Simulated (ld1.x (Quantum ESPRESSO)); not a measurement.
# antimony (Sb): one change to a TM potential, before and after

antimony, norm-conserving Troullier–Martins (Kleinman–Bylander form), made with ld1.x (Quantum ESPRESSO) 7.5 (BLYP, scalar-relativistic). Core [Kr], reference 4d10 5s1.75 5p3.25. Waves: 5p (bound): rc 2.20 bohr; 4d (bound): rc 0.95 bohr; 5s (bound): rc 1.65 bohr. Local part: the s channel. Core correction: Bessel-smoothed model core inside 0.55 bohr.

All-electron outer shells of the reference configuration (BLYP, scalar-relativistic, ld1.x):

```csv
shell,level (eV),outermost node (bohr),outermost maximum (bohr)
4s,-148.91,0.39,0.73
4p,-101.87,0.39,0.76
4d,-33.63,0.38,0.84
5s,-12.94,0.95,1.88
5p,-4.83,1.04,2.32
```

Change: local potential the p channel.

Cutoffs: the cutoffs (Ry, on a coarse ladder) from which the occupation-weighted sum of valence levels, in a spherical-Bessel basis at the reference potential, stays within 10 and 1 mRy of its value at 400 Ry; they do not see the model core or the augmentation charge, which bear on the density cutoff. Errors are all-electron minus pseudo energies relative to the spin-unpolarised reference configuration.

Problem. What does the change do?

Solution. The potential gets neither clearly harder nor softer (120 Ry and 160 Ry → 120 Ry and 160 Ry); of the 7 tests that both files solve, the error grows in 0 and shrinks in 3 by more than 15 % and 0.3 meV (median size 3.9 → 1.7 meV); neither file shows a bound ghost.

| quantity | base | changed |
| --- | --- | --- |
| cutoff, loose | 120 Ry | 120 Ry |
| cutoff, tight | 160 Ry | 160 Ry |
| bound ghosts | none | none |
| error for 4d10 5s2 5p3, meV [ΔE -2.02 eV] | 0.0 | 0.0 |
| error for 4d10 5s2 5p2, meV [ΔE 6.18 eV] | -2.0 | -1.7 |
| error for 4d10 5s2 5p1, meV [ΔE 22.09 eV] | -3.9 | -1.5 |
| error for 4d10 5s1 5p0, meV [ΔE 91.00 eV] | -13 | -5.2 |
| error for 4d9 5s2 5p3, meV [ΔE 38.48 eV] | -350 | -355 |
| error for 4d10 5s1 5p4, meV [ΔE 6.14 eV] | -2.1 | -2.1 |
| error for 4d10 5s2 5p0, meV [ΔE 46.56 eV] | -8.3 | -1.4 |
| s: phases at 2.40 bohr within 0.05 rad from the reference energy up to (Ry; the scan ends near 5) | 2.4 | 1.7 |
| p: phases at 2.40 bohr within 0.05 rad from the reference energy up to (Ry; the scan ends near 5) | 4.5 | 3.9 |
| d: phases at 2.40 bohr within 0.05 rad from the reference energy up to (Ry; the scan ends near 5) | 0.2 | -0.2 |
